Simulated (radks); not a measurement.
The mean radii <r> (bohr) of the occupied orbitals of an atom or ion are listed with their occupations. Method: scalar-relativistic Kohn-Sham, r2SCAN, spin-polarised, spherical densities, finite nucleus; meta-GGA in the generalised Kohn-Sham scheme; Fermi nuclear charge, rms radius of each element as measured or else 0.836 A^(1/3) + 0.57 fm; computed with a radial shooting solver on a logarithmic mesh with Libxc functionals.

| orbital | occ. | <r> |
|---|---|---|
| 1s up | 1 | 0.02666 |
| 1s down | 1 | 0.02666 |
| 2s up | 1 | 0.1146 |
| 2s down | 1 | 0.1146 |
| 2p up | 3 | 0.1003 |
| 2p down | 3 | 0.1003 |
| 3s up | 1 | 0.3057 |
| 3s down | 1 | 0.3057 |
| 3p up | 3 | 0.3040 |
| 3p down | 3 | 0.3039 |
| 3d up | 5 | 0.2809 |
| 3d down | 5 | 0.2808 |
| 4s up | 1 | 0.7172 |
| 4s down | 1 | 0.7176 |
| 4p up | 3 | 0.7650 |
| 4p down | 3 | 0.7649 |
| 4d up | 5 | 0.8762 |
| 4d down | 5 | 0.8729 |
| 5s up | 1 | 1.799 |
| 5s down | 1 | 1.797 |
| 5p up | 3 | 2.079 |
| 5p down | 1 | 2.095 |

Name the element and its charge. Open shells, if any, are filled with parallel spins first.

Answer. Z = 54, xenon, charge +2: Xe2+ in [Kr] 4d10 5s2 5p4. The 1s radius gives Z: for a bare nucleus <r> = (2 gamma + 1)/(2Z) with gamma = sqrt(1 - (Z/c)^2), 0.02628 bohr for Z = 54, and screening makes it slightly larger (0.02666 here). The occupations add up to 52, and the charge is Z minus that.
